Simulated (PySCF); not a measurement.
Computed structure and properties of [Ce(OH)2]2+

System: [Ce(OH)2]2+ (singlet); start: template (C2). Method: PySCF 2.14.0, RKS PBE0, Ce lcecp-2-SVP with ECP46, O def2-SVP, H def2-SVP; non-relativistic Hamiltonian with scalar-relativistic core potentials where named; density fitting; no spin-orbit coupling.

Input of the relaxation:

```python
mol = gto.M(atom='''
Ce     0.00000     0.00000    -0.16990
O      1.93380    -0.00000     0.69550
H      2.89340    -0.09060     0.75460
O     -1.93380     0.00000     0.69550
H     -2.89340     0.09060     0.75460''',
    basis={'Ce': 'lcecp-2-SVP', 'O': 'def2-SVP', 'H': 'def2-SVP'},
    ecp={'Ce': 'lcecp-2-SVP'},
    charge=2, spin=0)
mf = dft.RKS(mol, xc='PBE0')
mf.grids.atom_grid = (50, 194)  # f atoms: unpruned, at least (60, 302)
mf = mf.density_fit()  # fitting sets: Ce AutoAux, O def2-universal-JKFIT, H def2-universal-JKFIT
mf.conv_tol = 1e-08; mf.max_cycle = 55
mf.kernel(dm0)  # dm0: converged density of the start geometry
# quasi-Newton relaxation in Cartesian coordinates to a largest gradient under 0.00045 Eh/bohr, steps kept in the point group
```

Run from Python with OMP_NUM_THREADS=2; the lines above give its settings. Where DIIS fails, smearing, a level shift and second-order steps follow.
It took 31 s on 2 threads of Arm Neoverse V1 (shared host), from the converged density of the start.

Course of the relaxation:

```
step  energy above end (eV)  largest force component within the symmetry (eV/Å)
   0                 1.6501                                               4.978
   1                 0.8217                                               0.997
   2                 0.5398                                               1.610
   3                 0.3419                                               1.133
   4                 0.2489                                               1.499
   5                 0.1248                                               1.514
   6                 0.0857                                               1.019
   7                 0.0495                                               0.441
   8                 0.0365                                               0.408
   9                 0.0197                                               0.487
  10                 0.0076                                               0.186
  11                 0.0017                                               0.156
  12                 0.0002                                               0.037
  13                 0.0000                                               0.016
  14                 0.0000                                               0.004
```

Relaxed geometry (C2v):

```xyz
5

Ce    0.0000    0.0000   -0.6970
O     1.5083   -0.0339    0.4943
H     2.1739   -0.0491    1.2193
O    -1.5083    0.0339    0.4943
H    -2.1739    0.0491    1.2193
```

```
    contact      Å
Ce1–O2 (OH)  1.922
Ce1–O4 (OH)  1.922
```

On the finer grid (75, 302):

```yaml
HOMO: not given (4f levels lie in the core)
LUMO: not given (4f levels lie in the core)
Dipole_about_the_centre_of_mass: 0.81 D
Set_of_Mulliken_populations_of_Ce1_outside_the_core_potential: s 2.06, p 6.06, d 1.69, f 0.17
D3_BJ_dispersion_energy_not_in_the_energies: -0.058 eV
```

```csv
atom,Mulliken (e),Löwdin (e),spin (e)
Ce1,2.02,1.98,0.00
O2,-0.34,-0.18,0.00
H3,0.33,0.19,0.00
O4,-0.34,-0.18,0.00
H5,0.33,0.19,0.00
```

The large-core potential holds the 4f shell empty.

On the grid (50, 194), as all that follows. Harmonic modes: a minimum; lowest 196 cm⁻¹ (negative: unstable), highest 3667 cm⁻¹, zero-point energy 0.715 eV.

Taking off one OH (charge -1, singlet; the rest: singlet) in vacuum, both parts rigid, costs 26.22 eV; the small basis without counterpoise inflates it. Most of it is the attraction of opposite charges; other ways to part are cheaper, and one spin state was tried for the rest.

Rigid scan of OH along the line from its metal:

```json
{"distance to O2 (Å)": "1.62", "energy (eV)": "2.656"}
{"distance to O2 (Å)": "1.72", "energy (eV)": "1.009"}
{"distance to O2 (Å)": "1.82", "energy (eV)": "0.216"}
{"distance to O2 (Å)": "1.92", "energy (eV)": "0.000"}
{"distance to O2 (Å)": "2.02", "energy (eV)": "0.161"}
{"distance to O2 (Å)": "2.12", "energy (eV)": "0.561"}
{"distance to O2 (Å)": "2.32", "energy (eV)": "1.713"}
```

One start shape was tried, so this needn't be the lowest isomer.
